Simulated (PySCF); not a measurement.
Compound: 3,3,3-trifluoropropylamine, C₃H₆F₃N.
Z-matrix (Å and degrees, PBE0-D3(BJ)/def2-SVP geometry), rows numbered from 1:
```
N 
C   1  1.4429
C   2  1.5309  1  115.33
C   3  1.5041  2  113.77  1  -179.25
F   4  1.3370  3  111.62  2   179.33
F   4  1.3393  3  111.70  2   -60.56
F   4  1.3395  3  111.53  2    59.29
H   1  1.0178  2  111.04  3    60.16
H   1  1.0178  2  111.08  3   -58.47
H   2  1.1022  1  108.92  3   122.69
H   2  1.1021  1  108.83  3  -122.47
H   3  1.1016  2  110.48  1   -58.76
H   3  1.1015  2  110.67  1    59.97
```

Computed, not measured: core-valence-separated Tamm–Dancoff BHandHLYP/aug-pcX-1 (pcseg-1 on H) in PySCF, non-relativistic, gas phase, PBE0-D3(BJ)/def2-SVP geometry. Absolute energies from this functional tend to lie a few eV below measured edges; no shift was applied.

Task: List the carbon K-edge absorption lines.

Result: 
| E (eV) | f | core hole on | main final orbital |
| --- | --- | --- | --- |
| 285.99 | 0.0208 | C3 | LUMO (63 %) |
| 286.52 | 0.0331 | C3 | LUMO+2 (57 %) |
| 286.55 | 0.0167 | C2 | LUMO (53 %) |
| 287.14 | 0.0294 | C2 | LUMO+2 (64 %) |
| 287.26 | 0.0072 | C3 | LUMO+1 (58 %) |
| 287.45 | 0.0076 | C2 | LUMO+3 (43 %) |
| 287.77 | 0.0007 | C3 | LUMO+3 (52 %) |
| 287.80 | 0.0104 | C2 | LUMO+1 (51 %) |
| 288.22 | 0.0112 | C3 | LUMO+6 (45 %) |
| 288.31 | 0.0058 | C3 | spread |
| 288.35 | 0.0019 | C3 | LUMO+5 (45 %) |
| 288.58 | 0.0130 | C2 | LUMO+6 (45 %) |
| 288.63 | 0.0084 | C2 | LUMO+5 (51 %) |
| 288.83 | 0.0091 | C2 | LUMO+8 (46 %) |

The first line with a tenth or more of the strongest one's intensity is at 285.99 eV (f = 0.021), with the hole on C3 (chain CH2 carbon). The strongest listed is at 286.52 eV (f = 0.033; C3).

Task: List the fluorine K-edge absorption lines.

Result: 
```
E (eV)       f  core hole on          main final orbital
687.28  0.0432         F6/F7  spread (2 roots, f summed)
687.42  0.0174            F5                      spread
687.76  0.0238            F5               LUMO+1 (30 %)
687.98  0.0435         F6/F7  LUMO+3 (2 roots, f summed)
688.40  0.0038         F6/F7    LUMO (2 roots, f summed)
688.52  0.0049            F5                 LUMO (59 %)
688.61  0.0090         F6/F7  LUMO+1 (2 roots, f summed)
688.68  0.0052            F5               LUMO+2 (64 %)
688.78  0.0040            F5               LUMO+3 (33 %)
688.82  0.0077         F6/F7  LUMO+2 (2 roots, f summed)
```

The first line with a tenth or more of the strongest one's intensity is at 687.28 eV (f = 0.043, sum of 2), with the hole on F6/F7 (fluorine of a CF3 group). The strongest listed is at 687.98 eV (f = 0.044, sum of 2; F6/F7).

Task: List the nitrogen K-edge absorption lines.

Result: 
```csv
E (eV),f,core hole on,main final orbital
399.25,0.0140,N1,LUMO (78 %)
400.23,0.0346,N1,LUMO+2 (49 %)
401.25,0.0058,N1,LUMO+1 (65 %)
401.50,0.0031,N1,LUMO+3 (45 %)
402.33,0.0113,N1,"LUMO+2/LUMO+6 (2 roots, f summed)"
402.41,0.0056,N1,LUMO+6 (36 %)
```

The first line with a tenth or more of the strongest one's intensity is at 399.25 eV (f = 0.014), with the hole on N1 (primary amine nitrogen). The strongest listed is at 400.23 eV (f = 0.035; N1).

Roots within 0.03 eV whose holes lie on the same, on equivalent or on shared atoms are summed into one line, and the highest roots are left out, as the search may have cut off their partners. Final orbitals are the ground state's empty Kohn–Sham orbitals.

Task: What length of transition dipole belongs to the line at 286.52 eV?

Result: From f = (2/3) ΔE |μ|² in atomic units, with ΔE = 10.529 Eh and f = 0.0331: |μ| = 0.069 au = 0.17 D.

The ionisation thresholds weren't computed; near and above them a finite basis only mimics Rydberg series and continuum.

One conformer stands for the species.
